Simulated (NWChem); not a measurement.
**Correlation energy of disiloxane (H$_{6}$OSi$_{2}$)**

```xyz
9

Si     0.3835    -1.5527     0.0048
O     -0.3578    -0.0734    -0.0185
Si    -0.2588     1.5783     0.0020
H      0.6166    -1.9898     1.4139
H     -0.4984    -2.5412    -0.6779
H      1.6981    -1.4858    -0.7047
H      0.9978     2.0317    -0.6701
H     -0.2606     2.0758     1.4102
H     -1.4363     2.1385    -0.7197
```
Charge 0, spin multiplicity 1.

All runs are NWChem calculations. The geometry was optimised at PBE0/def2-SVP, a minimum by its harmonic frequencies.

Basis set: cc-pVDZ. Each correlation energy counts from its own Hartree-Fock reference.

The correlated methods keep 11 core orbitals frozen. Coupled-cluster values serve here as a point of comparison, not as the truth.

For the correlation energy, MP2 gives -389.2 mHa and CCSD gives -436.6 mHa. What do CCSD(T), CR-CCSD[T], SCS-MP2 give?

CCSD(T): -445.6 mHa; CR-CCSD[T]: -444.1 mHa; SCS-MP2: -399.9 mHa.
